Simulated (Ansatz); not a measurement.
C$_{3}$H$_{10}$N, charge +1, singlet, geometry from GFN2-xTB; CAM-B3LYP/def2-SV(P) (Ansatz, a program for electronic structure).

Ansatz was given this input:
Ansatz 0.2 input:
```yaml
crystal:
  periodic: [false, false, false]
  atoms:
    - {symbol: N, position_ang: [-0.00145735, -0.00078979, 0.34907080]}
    - {symbol: C, position_ang: [-0.00683148, 1.40360564, -0.09889597]}
    - {symbol: C, position_ang: [1.21940542, -0.69518278, -0.09852509]}
    - {symbol: C, position_ang: [-1.21129590, -0.70773025, -0.10870151]}
    - {symbol: H, position_ang: [-0.00247043, 1.44135056, -1.18709760]}
    - {symbol: H, position_ang: [0.87339726, 1.92496286, 0.27271406]}
    - {symbol: H, position_ang: [-0.89547623, 1.91583180, 0.26530846]}
    - {symbol: H, position_ang: [1.25459564, -0.71020410, -1.18671739]}
    - {symbol: H, position_ang: [1.22922597, -1.72074149, 0.26595109]}
    - {symbol: H, position_ang: [2.10574056, -0.18427709, 0.27308679]}
    - {symbol: H, position_ang: [-1.23721663, -0.72306702, -1.19714967]}
    - {symbol: H, position_ang: [-2.10593863, -0.20601809, 0.25545409]}
    - {symbol: H, position_ang: [-1.21357974, -1.73335144, 0.25572399]}
    - {symbol: H, position_ang: [-0.00574458, -0.00311317, 1.37596602]}
basis:
  gaussian:
    orbitals: def2-SV_P_.json
hamiltonian:
  xc: cam_b3lyp
total_charge: 1
scf: {lower_state_search: full}
```
The basis file holds def2-SV(P) in the JSON format of the Basis Set Exchange.

Q: What does Ansatz print? Leave out banner, timings and long lists.

A: 
```
Functional definition: CAM-B3LYP
901 factors; integrals over basis functions are off by at most 1.1e-3 eV
300 factors; integrals over basis functions are off by at most 4.7e-6 eV
mean field evaluation 1: about -4742.3352 eV, gradient 5.9e1 eV
mean field evaluation 2: about -4742.6087 eV, gradient 5.9e1 eV
mean field evaluation 4: about -4750.6299 eV, gradient 5.4e0 eV
mean field evaluation 8: about -4750.6896 eV, gradient 1.8e-1 eV
mean field evaluation 16: about -4750.6897 eV, gradient 4.7e-6 eV
mean field -4750.68968943 eV, -174.5846259536 hartree, gradient 4.7e-6 eV, S^2 0.000000; 0 other end points of the search recorded, 0 dependent functions left out
reference -4750.68979833 eV, -174.5846299553 hartree; 17, 17 occupied and 59, 59 virtual orbitals, 901 factors
Total energy: -4750.68979833 eV, -174.5846299553 hartree
```
